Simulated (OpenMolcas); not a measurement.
## Au3+: moving the ligands

Au3+ with 5 ligands (fluoride) in trigonal bipyramidal coordination (D3h) at 2.09 Å, the axial distance 2.215 Å. A charge of +0.4 e stands 3.2 Å behind each ligand. Ligand basis ANO-RCC-VDZP.

```yaml
Program: OpenMolcas
Method: SS-CASPT2, IPEA 0.25 Eh, imaginary shift 0.1 Eh (the 29 lowest orbitals frozen, all others correlated)
Basis: ANO-RCC-VDZP [7s6p4d2f]
Scalar_Hamiltonian: DKH2, point nucleus
Active_space: 8 electrons in 5 orbitals (5d)
State_averaging: 2S+1 = 3 even, 10 roots; 2S+1 = 1 even, 15 roots
Spin-orbit_coupling: RASSI with atomic mean-field integrals over the reference wave functions
```

Runs around this geometry, states (labels of D3, the rotations of D3h). Energies in cm-1 above the lowest state or level, χT in cm3 K/mol.

| R (Å) | Axial / equatorial distance | Ground state | First state of that spin | First gap with spin-orbit (degeneracies) | χT at 300 K | First state of another spin |
| --- | --- | --- | --- | --- | --- | --- |
| 2.04 | 1.06 | 2S+1 = 1 | 1E 6200 | 8 (1, 1) | 1.555 | 3E 500 |
| 2.09 | 1.06 | 2S+1 = 1 | 1E 5480 | 10 (1, 1) | 1.591 | 3E 160 |
| 2.16 | 1.06 | 2S+1 = 1 | 1E 4720 | 14 (1, 1) | 1.640 | 3E 200 |
| 2.09 | 1.166 | 3E | 11600 | 25 (1, 1) | 1.568 | 2S+1 = 1: 2800 |

Taking the first state of the same spin as R^-n, n = -ln(4720 / 6200) / ln(2.16 / 2.04) = 4.8 between the shortest and longest distance.

The ground state changes within this set.

Roots that are degenerate in the reference are averaged as groups; the widest CASPT2 spread within a group is 390 cm-1 (the 2-fold group of multiplicity 3 near 198 cm-1 above the lowest state of its run, R = 2.16, ratio = 1.06). Shifts and gaps below about the spread of the groups concerned are not significant. Over all roots computed the reference weight is 0.69 to 0.72 in R = 2.04 in ratio = 1.06, 0.68 to 0.71 in R = 2.09 in ratio = 1.06, 0.66 to 0.71 in R = 2.16 in ratio = 1.06, 0.64 to 0.71 in R = 2.09 in ratio = 1.166; the roots of lowest weight are the least certain, and an intruder state may touch them. Real 4d8 and 5d8 ions are as a rule square planar and diamagnetic. Ligand-to-metal charge-transfer states are missing. With no ligand orbital active B as a rule stays too high, so bands that hang on it stand too high and its fall with covalency is understated. This shell can be high or low spin here, a state of another spin lies low, and with metal d orbitals alone active their balance is uncertain, so the ground spin may be wrong, although the usual error favours high spin (holds for R = 2.04, ratio = 1.06; R = 2.09, ratio = 1.06; R = 2.16, ratio = 1.06). The least metal-like active orbital is 75 % on the metal (Löwdin) and no ligand orbital is active, so the numbers are rough (holds for R = 2.04, ratio = 1.06; R = 2.09, ratio = 1.06; R = 2.16, ratio = 1.06). An orbital doublet at a regular site is open to a Jahn-Teller distortion, which this geometry leaves out (holds for R = 2.09, ratio = 1.166). This shell can be high or low spin here, a state of another spin lies low, and with metal d orbitals alone active their balance is uncertain, so the ground spin may be wrong (holds for R = 2.09, ratio = 1.166). The least metal-like active orbital is 76 % on the metal (Löwdin) and no ligand orbital is active, so the numbers are rough (holds for R = 2.09, ratio = 1.166). No measured value stands beside these numbers; the geometry is a model, was not optimised and need not be the one that this ion takes.

A state without a sure symmetry label is named by its multiplicity alone.
